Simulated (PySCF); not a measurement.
C3H5N3, SMILES C(=N/C#N)/CN. Atoms are numbered in the order given.

```xyz
11

N      2.4544    -0.7118     0.6289
C      1.6270    -0.3755    -0.1206
N      0.7650    -0.0327    -1.0818
C     -0.3987     0.4369    -0.8172
C     -1.0341     0.6297     0.5352
N     -2.2821    -0.1074     0.6763
H     -1.0292     0.6776    -1.6887
H     -1.2349     1.7060     0.6810
H     -0.3300     0.3260     1.3266
H     -2.9907     0.2120     0.0162
H     -2.1413    -1.1047     0.5172
```

Geometry optimised at B3LYP-D3(BJ)/def2-SVP. The structure was generated by enumeration; whether it is a known compound was not checked. One conformer was computed; it need not be the lowest.

All values below come from KT2/pcSseg-1 (PySCF).

GIAO shieldings, no solvent; atoms listed in one row are averaged. δ = σ(ref) − σ: ¹⁵N against NH3 (σ = 266.2 ppm); ¹³C against TMS (σ = 185.1 ppm); ¹H against TMS (σ = 31.47 ppm), references at their B3LYP-D3(BJ)/def2-TZVP geometries, non-relativistic.

Computed chemical shifts:
```json
[
 {"nucleus": "¹⁵N", "atoms": "N1", "count": "1", "δ (ppm)": "298.6"},
 {"nucleus": "¹⁵N", "atoms": "N3", "count": "1", "δ (ppm)": "295.4"},
 {"nucleus": "¹⁵N", "atoms": "N6", "count": "1", "δ (ppm)": "36.3"},
 {"nucleus": "¹³C", "atoms": "C4", "count": "1", "δ (ppm)": "180.8"},
 {"nucleus": "¹³C", "atoms": "C2", "count": "1", "δ (ppm)": "112.0"},
 {"nucleus": "¹³C", "atoms": "C5", "count": "1", "δ (ppm)": "54.1"},
 {"nucleus": "¹H", "atoms": "H7", "count": "1", "δ (ppm)": "7.66"},
 {"nucleus": "¹H", "atoms": "H9", "count": "1", "δ (ppm)": "4.23"},
 {"nucleus": "¹H", "atoms": "H8", "count": "1", "δ (ppm)": "3.41"},
 {"nucleus": "¹H", "atoms": "H10", "count": "1", "δ (ppm)": "0.88"},
 {"nucleus": "¹H", "atoms": "H11", "count": "1", "δ (ppm)": "0.80"}
]
```
